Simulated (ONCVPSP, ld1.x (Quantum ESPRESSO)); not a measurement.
# Potentials for carbon (C) compared

Generated with ld1.x 7.5 (TM, RRKJ, ultrasoft, PAW), atompaw 4.2 or ONCVPSP 4.0.1. The cutoff is in Ry: for ld1.x and atompaw files where the sum of valence levels is converged to 10 mRy in a Bessel basis, for ONCV files where the hardest occupied wave has 1 mHa per electron of residual kinetic energy. The error is the largest all-electron minus pseudo excitation energy over each file’s own four to seven test configurations (ionisations up to +4, promotions, holes and added fractions of an electron), all of which were solved. The labels leave out finer settings (local radius, basis sizes, second energies), which also bear on the numbers. Spin-polarised tests are not counted. The rows are a selection from randomly drawn settings: files with unsolved tests, undetermined cutoffs or missed reference levels are left out.

A true bound ghost makes a file unfit for plane-wave use even where its test errors are small: the radial tests pick states by their node count and pass the ghost by.

```csv
potential,cutoff (Ry),largest error (meV),bound ghosts
"ONCV, PBE, scalar-relativistic, rc 1.10/1.15/1.05 (spd), local smoothed, core correction yes, reference 2s2, qcut 6.5/8.6/9.4, projectors 2/2/1",41,+128,none
"ONCV, PBE, scalar-relativistic, rc 1.15/2.60/2.05 (spd), local smoothed, core correction yes, reference 2s2 2p2, qcut 5.4/5.7/5.6, projectors 2/2/1",57,+1366,none
"ONCV, PBEsol, scalar-relativistic, rc 1.05/2.30/1.75 (spd), local smoothed, core correction yes, reference 2s2 2p2, qcut 7.7/5.5/6, projectors 3/1/2",42,+1042,s
"PAW, LDA (PZ), non-relativistic, rc 1.15/1.50 (sp), local smoothed, core correction yes, reference 2s2 2p2",25,-18,none
"PAW, Wu–Cohen, scalar-relativistic, rc 1.00/1.35/1.05 (spd), local d, core correction yes, reference 2s2 2p1",35,-16,none
"ONCV, PBEsol, scalar-relativistic, rc 1.35/1.75/1.60 (spd), local smoothed, core correction yes, reference 2s2 2p2, qcut 5.5/7.5/5, projectors 1/2/2",35,+435,none
"ONCV, PBE, scalar-relativistic, rc 1.20/3.20 (sp), local s, core correction no, reference 2s1.75 2p2.25, qcut 4.7/4.9, projectors 0/1",61,+1559,none
```

Q: Fill in the row for C: ONCV, revPBE, scalar-relativistic, rc 1.15/1.60/1.55 (spd), local smoothed, core correction no, reference 2s2 2p1.5, qcut 6.8/7.1/6.1, projectors 2/2/2.

A: cutoff 37 Ry, largest error +291 meV, bound ghosts: none.

Q: Fill in the row for C: TM semilocal, PBEsol, scalar-relativistic, rc 1.25/2.75/2.70 (spd), local d, core correction yes, reference 2s2 2p1.5.

A: cutoff 35 Ry, largest error +1195 meV, bound ghosts: none.
